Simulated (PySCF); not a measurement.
A PySCF script (with the pyscf-properties extension) for the NMR shieldings of SMILES N([SiH2]BC=C)[SiH3], C$_{2}$H$_{10}$BNSi$_{2}$, on a GFN2-xTB geometry:

```python
import basis_set_exchange as bse
import numpy as np
from pyscf import gto, dft
from pyscf.prop import nmr

atoms = """
C     3.197456   -0.286429    0.094980
C     2.380948    0.767938    0.137789
B     0.853346    0.694330   -0.062994
Si   -0.156615   -0.903643    0.439744
N    -1.825236   -0.532886    0.807032
Si   -2.917034    0.575221    0.055636
H     4.271395   -0.198838    0.165023
H     2.814084   -1.284102   -0.048271
H     2.852906    1.739666    0.261608
H     0.341008    1.621176   -0.570578
H    -0.136420   -1.948936   -0.620865
H     0.269900   -1.633034    1.654507
H    -2.285145   -1.253411    1.339974
H    -4.158311    0.508662    0.829550
H    -2.327121    1.912618    0.120965
H    -3.182759    0.230613   -1.348028
"""
names = dict.fromkeys(["C", "B", "Si", "N", "H"], "pcSseg-1")
basis = {el: gto.basis.parse(bse.get_basis(n, elements=[el], fmt="nwchem")) for el, n in names.items()}
mol = gto.M(atom=atoms, basis=basis, charge=0, verbose=0)
mf = dft.RKS(mol, xc="PBE0")
mf.grids.level = 2
mf.grids.alignment = dft.numint.BLKSIZE   # the property module wants whole blocks of grid points
mf.conv_tol = 1e-9
mf.kernel()

calc = nmr.RKS(mf)   # GIAO
C = mf.mo_coeff
Co = C[:, mf.mo_occ > 0]
resp = mf.gen_response(singlet=True, hermi=2)
def vind(x):   # induced exchange potential for any number of trial vectors
    d = np.einsum("pi,xij,qj->xpq", C, 2 * x.reshape(-1, C.shape[1], Co.shape[1]), Co, optimize=True)
    return np.einsum("xpq,pi,qj->xij", resp(d - d.transpose(0, 2, 1)), C, Co, optimize=True).ravel()
mo1, _ = nmr.rhf.solve_mo1(calc, with_cphf=vind)
sigma = calc.kernel(mo1)
for i, s in enumerate(sigma):   # ppm
    print("%2d %-2s %9.2f" % (i, mol.atom_pure_symbol(i), np.trace(s) / 3))
```

Q: Give the expected output.

A: 
```
 0 C      36.05
 1 C      29.30
 2 B       8.33
 3 Si    399.02
 4 N     284.00
 5 Si    405.94
 6 H      24.93
 7 H      25.49
 8 H      23.78
 9 H      22.44
10 H      26.21
11 H      26.53
12 H      32.51
13 H      26.95
14 H      26.63
15 H      26.76
```

These numbers come from an equivalent density-fitted implementation of the same equations, which agrees with the script to about 0.01 ppm for H and up to a few tenths of a ppm for heavy atoms, so last digits may differ.

Size and cost of the density-fitted run: 166 basis functions, 42 s wall time on 1 thread of an Arm Neoverse N1, shared host; peak memory 0.8 GiB.
